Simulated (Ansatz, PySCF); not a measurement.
TiF₄, SMILES [Ti]([F])([F])([F])[F], multiplicity 1. Atoms are numbered in the order given.

```xyz
5

Ti     0.0000     0.0000     0.0000
F     -1.0015     1.0015    -1.0015
F      1.0015     1.0015     1.0015
F      1.0015    -1.0015    -1.0015
F     -1.0015    -1.0015     1.0015
```

The structure is a stationary point at B3LYP-D3(BJ)/def2-SVP. The spin state was assumed, not searched. The isomer is the one that the SMILES or the coordinates give; other isomers of the formula were not compared.

Two levels are set side by side: PBE-D3(BJ)/def2-SVP (Ansatz, a program for electronic structure) and B3LYP-D3(BJ)/def2-SVP (Ansatz). Each level has its own optimised geometry; the coordinates shown are those of the second. Frequencies come from the Hessian of PySCF at each geometry. Differences are taken from unrounded values.

```json
[
 {"quantity": "mean bond length (Å)", "B3LYP-D3(BJ)": "1.735", "PBE-D3(BJ)": "1.744", "PBE-D3(BJ) minus B3LYP-D3(BJ)": "0.010"},
 {"quantity": "bond Ti1–F2 (Å)", "B3LYP-D3(BJ)": "1.735", "PBE-D3(BJ)": "1.744", "PBE-D3(BJ) minus B3LYP-D3(BJ)": "0.010"},
 {"quantity": "bond Ti1–F3 (Å)", "B3LYP-D3(BJ)": "1.735", "PBE-D3(BJ)": "1.744", "PBE-D3(BJ) minus B3LYP-D3(BJ)": "0.010"},
 {"quantity": "bond Ti1–F4 (Å)", "B3LYP-D3(BJ)": "1.735", "PBE-D3(BJ)": "1.744", "PBE-D3(BJ) minus B3LYP-D3(BJ)": "0.010"},
 {"quantity": "bond Ti1–F5 (Å)", "B3LYP-D3(BJ)": "1.735", "PBE-D3(BJ)": "1.744", "PBE-D3(BJ) minus B3LYP-D3(BJ)": "0.010"},
 {"quantity": "highest harmonic wavenumber (cm⁻¹)", "B3LYP-D3(BJ)": "836", "PBE-D3(BJ)": "810", "PBE-D3(BJ) minus B3LYP-D3(BJ)": "-26"},
 {"quantity": "mean harmonic wavenumber (cm⁻¹)", "B3LYP-D3(BJ)": "479", "PBE-D3(BJ)": "462", "PBE-D3(BJ) minus B3LYP-D3(BJ)": "-16"},
 {"quantity": "zero-point energy (kcal/mol)", "B3LYP-D3(BJ)": "6.16", "PBE-D3(BJ)": "5.95", "PBE-D3(BJ) minus B3LYP-D3(BJ)": "-0.21"}
]
```

Exact exchange shortens and stiffens bonds; PBE has none. Differences between two approximate levels are no errors against the true value.
